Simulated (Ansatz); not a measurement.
Relaxation of CH8OSiSn (12 atoms, charge 0, multiplicity 1), to a largest force component of 0.02 eV/Å in at most 50 steps.

Level of theory: RKS PBE-D4/def2-SVP (Ansatz).

```xyz
12
Properties=species:S:1:pos:R:3:forces:R:3
C -0.952 1.465 -0.051 -1.16 1.80 -0.61
Si -0.840 -0.118 0.844 0.50 0.44 1.69
O 0.785 -0.436 1.172 0.01 -0.25 -0.13
Sn 1.659 -1.155 -0.497 -0.25 -0.90 -0.64
H -0.495 1.433 -1.066 0.03 0.09 0.20
H -0.532 2.332 0.535 0.00 -0.55 -0.33
H -2.049 1.741 -0.211 0.75 -0.26 0.06
H -1.406 -1.182 0.050 -0.60 -0.95 -0.66
H -1.565 0.003 2.158 -0.04 -0.08 0.01
H 1.615 0.082 -1.699 0.06 0.09 -0.02
H 0.615 -2.521 -1.026 0.47 0.54 0.21
H 3.241 -1.701 -0.176 0.23 0.02 0.22
```

Task: Where does it end, and by what steps?

Result: The forces met the threshold. After 5 steps the energy has fallen by 0.337 eV; H11 moved furthest, 0.53 Å. Parted: Si2–Sn4.

```csv
step,energy less start (eV),largest force component (eV/Å),accepted
0,0.0000,1.805,yes
1,-0.2251,0.882,yes
2,-0.2989,0.468,yes
3,-0.3258,0.492,yes
4,-0.3343,0.082,yes
5,-0.3367,0.017,yes
```

```xyz
12
Properties=species:S:1:pos:R:3
C -1.113 1.596 -0.014
Si -0.932 -0.068 0.854
O 0.652 -0.612 0.850
Sn 1.817 -1.324 -0.626
H -0.805 1.534 -1.078
H -0.491 2.370 0.480
H -2.170 1.934 0.013
H -1.846 -1.068 0.175
H -1.356 0.065 2.293
H 1.968 -0.084 -1.824
H 1.045 -2.738 -1.256
H 3.307 -1.662 0.168
```

Whether the end is a true minimum wasn't checked by a vibrational analysis.

Run time: 17 s on 2 threads of Arm Neoverse V1, with other jobs on the host, peak memory 0.16 GiB.
